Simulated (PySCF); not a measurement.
# Magnetisability: `CC#[N+][GaH2-][C]#CCF`, C₅H₇FGaN

Cartesian coordinates in Å; atom numbers follow the order of the lines, from 1:
```xyz
15

C     2.102   -1.165    0.013
C     1.811    0.216   -0.138
N     1.566    1.332   -0.258
Ga   -0.020    2.649   -0.328
C    -1.276    1.156   -0.067
C    -1.775    0.064    0.098
C    -2.298   -1.276    0.298
F    -1.248   -2.189    0.338
H     1.157   -1.699    0.140
H     2.726   -1.322    0.893
H     2.612   -1.540   -0.873
H     0.128    3.198   -1.758
H     0.285    3.533    0.894
H    -2.948   -1.585   -0.528
H    -2.825   -1.366    1.255
```

Method: GIAO BHandHLYP/pcSseg-1 magnetisability, rotational g tensor and spin-rotation constants, non-relativistic, gas phase (PySCF 2.14.0). Geometry: GFN2-xTB.

The calculation is non-relativistic, which matters for the atoms heavier than Zn.

**Question.** What are the magnetisability and the molar susceptibility?

**Answer.** Isotropic -1409 × 10⁻³⁰ J/T², or -84.8 × 10⁻⁶ cm³/mol; principal values -1582, -1372, -1272 × 10⁻³⁰ J/T², anisotropy 275 × 10⁻³⁰ J/T² (root of half the summed squared differences of the principal values). The susceptibility is in cgs units.

**Question.** Split it along the inertial axes a, b, c into diamagnetic and paramagnetic parts about the centre of mass, with the quadrupole moment.

**Answer.** 
```csv
axis,χ (10⁻⁶ cm³/mol),diamagnetic (10⁻⁶ cm³/mol),paramagnetic (10⁻⁶ cm³/mol),summed x² of all electrons (Å²),quadrupole Θ (D Å)
a,-90.0,-786.5,696.5,315.0,-10.93
b,-87.9,-1419.1,1331.2,165.9,+18.41
c,-76.6,-2040.3,1963.7,19.5,-7.48
```
Anisotropies 2χaa − χbb − χcc = -15.6 and 2χbb − χaa − χcc = -9.2 × 10⁻⁶ cm³/mol. Θ is traceless in Buckingham's convention.

**Question.** And the rotational g tensor?

**Answer.** 
```tsv
axis	rotational constant (GHz)	g	nuclear part	electronic part
a	1.7555	-0.0019	0.5725	-0.5744
b	0.8383	-0.0086	0.5157	-0.5243
c	0.5763	-0.0048	0.5268	-0.5316
```
Asymmetric top; isotopes 12C, 19F, 69Ga, 1H, 14N; no vibrational averaging.
